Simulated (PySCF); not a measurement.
The vertical singlet excitations below were computed for one of the candidates. Method: TDDFT CAM-B3LYP/def2-SVPD, vertical, gas phase, core orbitals frozen in the response in PySCF. Geometries: GFN2-xTB, one conformer each.

| state | λ (nm) | f |
| --- | --- | --- |
| S1 | 206.2 | 0.0081 |
| S2 | 193.0 | 0.020 |
| S3 | 183.9 | 0.016 |
| S4 | 182.1 | 0.026 |
| S5 | 179.7 | 0.025 |
| S6 | 176.6 | 0.116 |
| S7 | 172.4 | 0.099 |
| S8 | 170.8 | 0.014 |

Triplets computed (Tamm–Dancoff): 5.66, 5.73, 5.78 eV.

Question: Which structure fits? All have the formula C2H12NPSi2.
A. `CCN[SiH2][SiH2]P`
B. `C[Si@H](P)C[SiH2]N`
C. `CN(C)[Si@@H]([SiH3])P`
D. `[SiH3]NCC[SiH2]P`

Answer: D. Its S1 lies at 6.01 eV; the nearest of the others has S1 at 6.39 eV. S1 is HOMO→LUMO (71%), HOMO→LUMO+4 (10%). Löwdin shares by element: HOMO nitrogen 52%, carbon 16%, silicon 10% or more (atoms not listed hold the other 23%); LUMO silicon 33%, phosphorus 12%, hydrogen 6% or more (atoms not listed hold the other 50%). At the same level the other candidates give, for their lowest levels:
- `C[Si@H](P)C[SiH2]N`: 194 nm (f 0.017); 189 nm (f 0.010); 186 nm (f 0.018); 175 nm (f 0.342); 170 nm (f 0.009); T1 5.68 eV; HOMO -8.44, LUMO 1.01 eV
- `CCN[SiH2][SiH2]P`: 224 nm (f 0.001); 200 nm (f 0.030); 196 nm (f 0.007); 190 nm (f 0.105); 188 nm (f 0.039); T1 5.23 eV; HOMO -8.13, LUMO 0.72 eV
- `CN(C)[Si@@H]([SiH3])P`: 232 nm (f 0.006); 214 nm (f 0.016); 200 nm (f 0.019); 194 nm (f 0.189); 191 nm (f 0.005); T1 5.10 eV; HOMO -7.73, LUMO 0.79 eV

Conformer computed: `[SiH3:1][NH:2][CH2:3][CH2:4][SiH2:5][PH2:6]`: Si1–N2–C3–C4 75°, N2–C3–C4–Si5 57°, C3–C4–Si5–P6 -91°, H–P6–Si5–C4 -179°, H–P6–Si5–C4 88°.
